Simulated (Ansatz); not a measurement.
```yaml
crystal:
  periodic: [false, false, false]
  atoms:
    - {symbol: C, position_ang: [-3.420355, -1.322963, 0.273538]}
    - {symbol: C, position_ang: [-2.375913, -0.207730, 0.339861]}
    - {symbol: C, position_ang: [-1.687888, 0.050717, -1.004420]}
    - {symbol: C, position_ang: [-0.648697, 1.168634, -0.993872]}
    - {symbol: N, position_ang: [0.456863, 0.926057, -0.065946]}
    - {symbol: C, position_ang: [1.244470, 1.920310, 0.507870]}
    - {symbol: C, position_ang: [2.375246, 1.321581, 0.994528]}
    - {symbol: N, position_ang: [2.273745, -0.039516, 0.720382]}
    - {symbol: C, position_ang: [3.346502, -1.013579, 0.797924]}
    - {symbol: C, position_ang: [1.165100, -0.242876, -0.052010]}
    - {symbol: H, position_ang: [-4.222078, -1.082701, -0.455726]}
    - {symbol: H, position_ang: [-3.902902, -1.492239, 1.257372]}
    - {symbol: H, position_ang: [-2.964220, -2.283532, -0.046177]}
    - {symbol: H, position_ang: [-2.851684, 0.735121, 0.692754]}
    - {symbol: H, position_ang: [-1.610144, -0.457165, 1.107099]}
    - {symbol: H, position_ang: [-1.211931, -0.876367, -1.395035]}
    - {symbol: H, position_ang: [-2.446350, 0.323956, -1.769572]}
    - {symbol: H, position_ang: [-0.189967, 1.261129, -2.004962]}
    - {symbol: H, position_ang: [-1.107405, 2.135970, -0.703559]}
    - {symbol: H, position_ang: [0.923298, 2.965719, 0.533077]}
    - {symbol: H, position_ang: [3.230679, 1.740700, 1.532293]}
    - {symbol: H, position_ang: [2.975327, -1.966052, 1.226243]}
    - {symbol: H, position_ang: [4.153037, -0.620271, 1.443001]}
    - {symbol: H, position_ang: [3.720326, -1.197583, -0.235223]}
    - {symbol: H, position_ang: [0.722931, -1.228568, -0.216204]}
    - {symbol: Br, position_ang: [2.052029, -0.518741, -2.483226]}
basis:
  gaussian: {orbitals: 6-31G}
hamiltonian: {xc: {name: PBEsol}}
accuracy: high
scf: {omitted_lower_state_checks: [starts]}
output: {forces: true}
```

```sh
$ ansatz run in.yaml --threads 4 --pin off --events-out ev --progress --plain --max-ram 6963MiB
```

Output, abridged:

```
Functional definition: PBEsol
3905 factors; integrals over basis functions are off by at most 4.5e-8 eV
mean field evaluation 1: about -81421.3561 eV, gradient 7.3e1 eV
mean field evaluation 2: about -81409.1689 eV, gradient 9.9e1 eV
mean field evaluation 4: about -81435.0514 eV, gradient 1.0e1 eV
mean field evaluation 8: about -81435.2446 eV, gradient 4.2e-1 eV
mean field evaluation 16: about -81435.2450 eV, gradient 2.0e-4 eV
mean field -81435.24502276 eV, -2992.6900557949 hartree, gradient 3.0e-8 eV, S^2 0.000000; 0 other end points of the search recorded, 0 dependent functions left out
reference -81435.24502653 eV, -2992.6900559335 hartree; 56, 56 occupied and 93, 93 virtual orbitals, 3905 factors
Total energy: -81435.24502653 eV, -2992.6900559335 hartree
Atom 0 at    -3.420355    -1.322963     0.273538 Å, force    -0.088253    -0.108130    -0.042085 eV/Å
Atom 1 at    -2.375913    -0.207730     0.339861 Å, force     0.055460     0.104323     0.123129 eV/Å
Atom 2 at    -1.687888     0.050717    -1.004420 Å, force    -0.018885    -0.062378    -0.117086 eV/Å
Atom 3 at    -0.648697     1.168634    -0.993872 Å, force    -0.100093     0.138266    -0.064462 eV/Å
Atom 4 at     0.456863     0.926057    -0.065946 Å, force    -0.042767    -0.029291    -0.161701 eV/Å
Atom 5 at     1.244470     1.920310     0.507870 Å, force     0.034547     0.560812     0.186470 eV/Å
Atom 6 at     2.375246     1.321581     0.994528 Å, force     0.282797     0.402712     0.309466 eV/Å
Atom 7 at     2.273745    -0.039516     0.720382 Å, force     0.108948    -0.073752    -0.119970 eV/Å
Atom 8 at     3.346502    -1.013579     0.797924 Å, force     0.147423    -0.180462     0.062985 eV/Å
Atom 9 at     1.165100    -0.242876    -0.052010 Å, force    -0.383955    -0.733150    -0.074428 eV/Å
Atom 10 at    -4.222078    -1.082701    -0.455726 Å, force     0.061625     0.004248     0.045047 eV/Å
Atom 11 at    -3.902902    -1.492239     1.257372 Å, force     0.052227     0.027426    -0.075244 eV/Å
Atom 12 at    -2.964220    -2.283532    -0.046177 Å, force    -0.015079     0.077681     0.024299 eV/Å
Atom 13 at    -2.851684     0.735121     0.692754 Å, force     0.009015    -0.044425    -0.035234 eV/Å
Atom 14 at    -1.610144    -0.457165     1.107099 Å, force    -0.008783    -0.001069    -0.035386 eV/Å
Atom 15 at    -1.211931    -0.876367    -1.395035 Å, force    -0.018621     0.006192     0.050789 eV/Å
Atom 16 at    -2.446350     0.323956    -1.769572 Å, force     0.003891    -0.013006     0.045000 eV/Å
Atom 17 at    -0.189967     1.261129    -2.004962 Å, force    -0.041651    -0.008600     0.050839 eV/Å
Atom 18 at    -1.107405     2.135970    -0.703559 Å, force     0.014267    -0.076844    -0.019448 eV/Å
Atom 19 at     0.923298     2.965719     0.533077 Å, force     0.086586    -0.251983    -0.006997 eV/Å
Atom 20 at     3.230679     1.740700     1.532293 Å, force    -0.207043    -0.098007    -0.137471 eV/Å
Atom 21 at     2.975327    -1.966052     1.226243 Å, force     0.054742     0.122830    -0.043525 eV/Å
Atom 22 at     4.153037    -0.620271     1.443001 Å, force    -0.083089    -0.051869    -0.087309 eV/Å
Atom 23 at     3.720326    -1.197583    -0.235223 Å, force    -0.027523     0.031742     0.124095 eV/Å
Atom 24 at     0.722931    -1.228568    -0.216204 Å, force     0.104506     0.244405     0.007947 eV/Å
Atom 25 at     2.052029    -0.518741    -2.483226 Å, force     0.019707     0.012329    -0.009720 eV/Å
Dipole moment:    -0.444920     0.415417     1.457350 e Å
Checks for a lower state left out: starts
```

It took 13 s on 4 threads of Arm Neoverse V2 on a shared host.

The 6-31G sets use Cartesian d functions.
